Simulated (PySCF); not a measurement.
Molecule: SMILES FC(c1c(F)cccc1)F, C$_{7}$H$_{5}$F$_{3}$.

Geometry (Å), atoms numbered from 1 in this order:
```xyz
15

F     1.1336    2.1452   -0.3495
C     0.2288    1.1594   -0.1876
C    -1.1171    1.4710   -0.2375
C    -2.0452    0.4574   -0.0737
C    -1.6274   -0.8468    0.1362
C    -0.2777   -1.1448    0.1846
C     0.6693   -0.1409    0.0213
C     2.1366   -0.4684    0.0698
F     2.4797   -0.9715    1.2846
F     2.4426   -1.4402   -0.8287
H    -1.4180    2.4930   -0.4038
H    -3.0983    0.6894   -0.1111
H    -2.3541   -1.6340    0.2621
H     0.0587   -2.1577    0.3444
H     2.7842    0.3968   -0.1330
```

Frames of a GFN2-xTB Langevin trajectory at 300 K; GIAO PBE0/pcSseg-1 shieldings in PySCF, gas phase, non-relativistic; equivalent atoms averaged within each frame.

References, each an isolated molecule treated in the same way: $^{19}$F (σ = 170.95 ppm) vs CFCl3; $^{13}$C (σ = 186.93 ppm), $^{1}$H (σ = 31.72 ppm) against TMS. The references are static minima.

How do the shifts (ppm) fluctuate along the trajectory?

Answers


| time (fs) | F9/F10 | F1 | C2 | C6 | C7 | C4 | C5 | C8 | C3 | H14 |
| --- | --- | --- | --- | --- | --- | --- | --- | --- | --- | --- |
| 250 | -107.9 | -118.4 | 172.9 | 138.7 | 135.4 | 134.3 | 126.7 | 123.3 | 118.4 | 8.32 |
| 425 | -124.1 | -132.4 | 163.1 | 131.8 | 129.0 | 142.9 | 138.8 | 116.4 | 116.2 | 7.31 |
| 625 | -132.1 | -137.4 | 163.3 | 133.2 | 134.3 | 139.8 | 131.6 | 114.9 | 125.4 | 8.22 |
| 800 | -129.1 | -125.6 | 171.1 | 139.3 | 126.1 | 142.7 | 130.4 | 113.2 | 126.1 | 8.78 |
| 1000 | -120.8 | -116.9 | 169.3 | 133.8 | 132.4 | 133.9 | 141.0 | 122.3 | 113.6 | 7.71 |
| mean of frames | -122.8 | -126.1 | 167.9 | 135.4 | 131.5 | 138.7 | 133.7 | 118.0 | 119.9 | 8.07 |
| standard deviation | 9.4 | 8.8 | 4.5 | 3.4 | 3.9 | 4.4 | 6.0 | 4.5 | 5.5 | 0.57 |

5 frames give an uncertainty of the mean of about the standard deviation over 2.2 at best, since frames this close in time may not be independent; classical motion lacks zero-point vibration, and the reference would need the same averaging.
